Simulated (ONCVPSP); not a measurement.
Ranking ONCV potentials for Mn (Z = 25)

All share these settings but for the change named:

Mn (Z = 25), optimised norm-conserving Vanderbilt (ONCV), made with ONCVPSP 4.0.1 (LDA (Perdew-Zunger), scalar-relativistic). Core [Ne], reference 3s2 3p6 3d5 4s2. Waves: 3s+4s: rc 1.50 bohr, ncon 4, nbas 7, qcut 7.3 1/bohr, 2 projectors; 3p: rc 1.15 bohr, ncon 4, nbas 8, qcut 14.8 1/bohr, 2 projectors, debl 1 Ha; 3d: rc 1.85 bohr, ncon 5, nbas 8, qcut 7.9 1/bohr, 1 projector; f scattering state at 0.08 Ha: rc 1.90 bohr, ncon 4, nbas 8, qcut 6.1 1/bohr, 3 projectors, debl 0.9 Ha. Local part: polynomial inside 0.90 bohr (lpopt 5, dvloc0 0 Ha). Core correction: polynomial model core, fcfact 0.65.

In the p channel the program set the typed energies aside and used -2.002, 0.250 Ha.

Test errors are all-electron minus pseudo excitation energies from the reference, over 3s2 3p6 3d5 4s1; 3s2 3p6 3d5 4s0; 3s2 3p6 3d4 4s0; 3s2 3p6 3d5 4s1.5. None of these files shows a bound ghost.

The base gives 11.9 meV.

Of 10 variants that were run, those that failed, showed a ghost or another fault, or gave nearly equal values are left out.

A variant can come out equal or close to the base, since the largest error may sit in a test that the change hardly touches while other tests move.

Problem. Rank these variants by their largest absolute test error, smallest first.
A. s: qcut 6.2; p: qcut 12.5; d: qcut 6.7; f: qcut 5.2
B. s: qcut 7.2; p: qcut 14.6; d: qcut 7.8; f: qcut 6
C. s: qcut 6.8; p: qcut 13.9; d: qcut 7.4; f: qcut 5.7
D. s: qcut 8.2; p: qcut 16.5; d: qcut 8.8; f: qcut 6.8

Solution. D (7.2 meV), B (12.6 meV), C (15.3 meV), A (21.6 meV).
